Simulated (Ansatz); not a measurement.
Compare A (`CCO[SiH2]Cl`) with its isomer B (`CO[SiH](C)Cl`).

Calculated with Ansatz (gas phase, PBE0-D4/def2-TZVP geometries, no zero-point term in ΔE). CBS: MP2 limit from def2 TZ/QZ plus the TZ coupled-cluster correction, frozen cores. Functionals use def2-TZVPP. B3LYP here is the variant with VWN-RPA as its local correlation; programs differ in this. Each species was taken in one conformer, which may not be the lowest.

Problem. Which isomer does CCSD(T)/CBS put lower? Give the gap. (Best estimate.)

Solution. Ansatz gave: B, by 38.9 kJ/mol.

Problem. Give E(B) − E(A) in kJ/mol with B2PLYP, CCSD/def2-TZVPP, MP2/def2-TZVPP, HF/def2-TZVPP, r2SCAN-D4, ωB97M-V, B3LYP. (Estimate.)

Solution. Ansatz gave: B2PLYP -37.6, CCSD/def2-TZVPP -36.8, MP2/def2-TZVPP -39.8, HF/def2-TZVPP -31.7, r2SCAN-D4 -42.1, ωB97M-V -41.2, B3LYP -36.5. None reverses the order clearly.

Problem. Does the order hold for the free energy at 298.15 K (harmonic terms from PBE0-D4)? (An estimate is asked.)

Solution. The calculation gave: Yes: G(B) − G(A) = -38.3 kJ/mol, for one conformer each. Modes under 60 cm⁻¹, often nearly free rotors, make the harmonic entropy too high.

Largest T1 diagnostic: 0.010.

Leaving LDA and LC-ωPBE aside and taking each functional with its dispersion term where it has one, the values spread over 4.5 kJ/mol, from r2SCAN-D4 to B2PLYP. At CCSD(T), def2-SVP lies +13.2 kJ/mol from the extrapolated value and def2-TZVPP +1.4 kJ/mol.
